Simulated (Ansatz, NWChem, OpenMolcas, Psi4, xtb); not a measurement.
# A family of molecules: the vertical gap to the state of other spin

Gas-phase molecules, one atom swapped for its congeners: CHBrClF `FC(Cl)Br`; CHBrCl2 `ClC(Cl)Br`; CHBr2Cl (chlorodibromomethane) `ClC(Br)Br`. All are singlets with charge 0.

Shapes, held fixed at every level: PBE0-D4/def2-TZVP. Programs: Ansatz 0.2.0, NWChem 7.3.0, OpenMolcas 26.06, Psi4 1.11, xtb 6.7.1, xtb 6.7.1 later snapshot. A level may come from different programs for different species; with the same settings they agree closely. Values in eV.

| level | CHBrClF | CHBr2Cl |
| --- | --- | --- |
| GFN0-xTB | 4.65 | 4.07 |
| HF/STO-3G | 6.33 | 6.15 |
| HF/3-21G | 5.23 | 4.88 |
| B3LYP/6-31G* (spherical functions) | 5.43 | 4.66 |

Task: Estimate the column for CHBrCl2 from its neighbours.

Result: The mean of the neighbours at B3LYP/6-31G* (spherical functions) is 5.04 eV, against 5.25 from the run: the member lies nearer F. All rows: GFN0-xTB 4.40; HF/STO-3G 5.97; HF/3-21G 4.94; B3LYP/6-31G* (spherical functions) 5.25 eV. At B3LYP/6-31G* (spherical functions) the vertical gap to the state of other spin falls at every step, from 5.43 to 4.66 eV. 3 of 4 levels show this order throughout; 3 agree on the largest and the smallest. Relativity is left out for Br. The smaller orbital gap of the heavier members brings the other spin state down. xTB rows lack spin polarisation. Spin-orbit coupling, which grows down the group, is left out.
